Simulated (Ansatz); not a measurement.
Abstraction of H: C2H8InN + GaH(CH3) → C2H7InN + GaH2(CH3)

Species: C2H8InN `C[N](C)[InH2]`, singlet; GaH(CH3), doublet; C2H7InN `[CH2][N](C)[InH2]`, doublet; GaH2(CH3), singlet. A radical takes H: the energy is the difference in strength between the C–H bond broken and the Ga–H bond made.

Shapes, held fixed at every level: PBE0-D4/def2-TZVP. Flexible molecules stand in one conformer, not always the lowest. Programs: Ansatz 0.2.0. Electronic energies: no zero-point or thermal term.

| level | kind | ΔE (kJ/mol) | less CCSD/def2-SVP |
| --- | --- | --- | --- |
| MP2/def2-TZVPP | perturbation theory | +26.8 | +28.0 |
| HF/def2-SVP | Hartree–Fock | -8.7 | -7.5 |
| HF/def2-TZVPP | Hartree–Fock | -6.1 | -4.9 |
| PBE-D4/def2-TZVPP | GGA | +20.4 | +21.6 |
| B3LYP-D4/def2-TZVPP | global hybrid | +11.4 | +12.6 |
| wB97M-V/def2-TZVPP | range-separated hybrid | +15.2 | +16.4 |
| wB97X-V/def2-TZVPP | range-separated hybrid | +19.2 | +20.4 |
| CCSD/def2-SVP | coupled cluster or CI | -1.2 | 0.0 |

The highest level, CCSD/def2-SVP, gives ΔE = -1.2 kJ/mol; the levels span -8.7 to +26.8. That is about zero within the method's error. They disagree on the sign: 5 of 8 are positive. The column of differences is taken from that level and isn't an error. No measured value is set beside it here. Spin contamination: C2H7InN (⟨S²⟩ up to 0.78). Open shells run unrestricted. For atoms past krypton def2 sets carry core potentials with scalar relativity. Relativity is left out for Ga. Outer-core shells of Ga, In are correlated, in sets that cover them unevenly.
